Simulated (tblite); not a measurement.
Species: hydroxylated disilicon oxide cation, H2O3Si2 (charge +1 and doublet state).
SMILES with atom numbers: `[OH:1][Si+:2]([OH:3])[O:4][Si:5]` (hydrogens: H6 on O1; H7 on O3)

Geometry (GFN2-xTB, Å), atoms numbered from 1 in this order:
```
atom  x, y, z in Å
O1    -0.3615    1.4357    0.7632
Si2   -0.1115    0.0696    0.0340
O3    -1.3575   -0.7710   -0.4301
O4     1.3694   -0.3542   -0.1861
Si5    3.0764   -0.6109   -0.3180
H6    -1.1973    1.8547    0.9838
H7    -1.4146   -1.6191   -0.8738
```

Computed values, GFN2-xTB/tblite, gas phase, harmonic and unscaled. This tight-binding method is rough: wavenumbers can miss measured ones by several per cent, in bad cases by 10 to 20. One conformer, not necessarily the lowest. Open shells enter through the occupations alone, without spin polarisation, and single modes of such species can be off by tens of per cent.

Harmonic wavenumbers (cm⁻¹): 94.8, 138.9, 207.4, 217.3, 274.1, 331.7, 361.4, 397.0, 710.8, 725.6, 895.0, 1160.1, 1191.3, 3538.4, 3568.5.

A = 7728, B = 1746, C = 1424 MHz; mass 105.954 u (most abundant isotopes); point group Cs, symmetry number 1; spin multiplicity 2.

Problem. What is the zero-point energy?

Solution. ½Σν̃ = 6906 cm⁻¹ = 19.75 kcal/mol.

Problem. Give the ideal-gas entropy at 400 K and 1 bar in the rigid-rotor, harmonic-oscillator model (classical rotation).

Solution. Translation 41.38, rotation 28.09, vibration 21.35, spin (R ln 2) 1.38: S = 92.2 cal/(mol K).

Problem. And Cp and H(400 K) − H(0)?

Solution. Cp = 26.97 cal/(mol K), of which vibrations give 19.02 (their classical limit is 15 R = 29.8); H(400 K) − H(0) = 7.68 kcal/mol without the zero-point energy, 4.51 from vibrations.

Problem. What must be added to the electronic energy to get the Gibbs energy at 400 K and 1 bar?

Solution. ZPE + [H(400 K) − H(0)] − T·S = 19.75 + 7.68 − 36.88 = -9.45 kcal/mol.

Problem. Blend soft modes into free rotors: weight 1/[1 + (100 cm⁻¹/ν̃)⁴] for the oscillator and the rest for a rotor with moment μB/(μ + B), μ = h/(8π²ν), B = 10⁻⁴⁴ kg m². What vibrational entropy results?

Solution. 20.71 cal/(mol K) in place of 21.35, which changes −T·S at 400 K by +0.26 kcal/mol.

Hindered rotation and anharmonicity are outside this model. Other conformers, if any are populated, would add a mixing term that is left out.
